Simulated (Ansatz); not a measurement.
Reaction (formal hydrolysis of the In–C bond): `O=C[SiH2][CH2][InH2]` + H₂O → `[OH][InH2]` + `C[SiH2]C=O`

Program: Ansatz. Geometries: PBE0-D4/def2-TZVP. ΔE: electronic, gas phase. CCSD(T)/CBS is the MP2 limit (def2-TZVPP, def2-QZVPP) plus CCSD(T) − MP2 in def2-TZVPP, frozen cores. This one scheme is used for every species. Functionals use def2-TZVPP. B3LYP here is the variant with VWN-RPA as its local correlation; programs differ in this. Elements past krypton have def2 core potentials. For In outer-core shells are correlated without core-valence functions, which leaves a few kJ/mol of doubt a bond. One conformer a species, not always the lowest.

CCSD(T)/CBS gives -44.9 kJ/mol.

(1) Another level gave -61.6 kJ/mol. Which?
A. r2SCAN-D4/def2-TZVPP
B. MP2/def2-TZVPP
C. SCS-MP2/def2-TZVPP
D. B3LYP/def2-TZVPP

Largest T1 diagnostic among the species: 0.017.

## Answers

(1) D. B3LYP -61.6, MP2/def2-TZVPP -41.3, r2SCAN-D4 -54.9, SCS-MP2/def2-TZVPP -47.5 kJ/mol.

In def2-TZVPP, CCSD(T) changes the Hartree–Fock value by +13.8 kJ/mol (the triples alone add +0.8 kJ/mol) and MP2 by +16.4 kJ/mol. From PBE to PBE0 (25 % exact exchange), in def2-TZVPP and without D4, ΔE moves by +6.8 kJ/mol.
